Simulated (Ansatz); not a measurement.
Basis sets compared for K3Bi⁺ (the lowest doublet isomer of a short search). The state is a doublet with charge 1. Geometry PBE0-D4/def2-TZVP. Ansatz on 4 threads of Arm Neoverse V2 on a shared host; times are rough, and most runs start from earlier orbitals.

```tsv
atom	x (Å)	y (Å)	z (Å)
K1	0.539	0.569	3.259
K2	2.499	-0.997	-1.999
K3	-3.053	0.421	-1.263
Bi4	0.014	0.007	0.003
```

In the def2 sets Bi takes a core potential; there is no spin–orbit coupling. The structure comes from a short search, and lower isomers may exist.

| level | functions | energy (Eh) | HOMO (eV) | LUMO (eV) | wall time |
| --- | --- | --- | --- | --- | --- |
| PBE-D4/def2-SVP | 98 | -2013.4694 | -5.83 | -5.10 | 2.1 s |
| PBE0-D4/def2-SVP | 98 | -2013.5975 | -6.35 | -4.11 | 2.9 s |

Question: Estimate the rows for PBE-D4/def2-TZVP (with forces), PBE0-D4/def2-TZVP.

Answer: 
```csv
level,functions,energy (Eh),HOMO (eV),LUMO (eV),wall time
PBE-D4/def2-TZVP (with forces),149,-2013.7122,-5.87,-5.15,3.7 s
PBE0-D4/def2-TZVP,149,-2013.8349,-6.41,-4.18,5.5 s
```
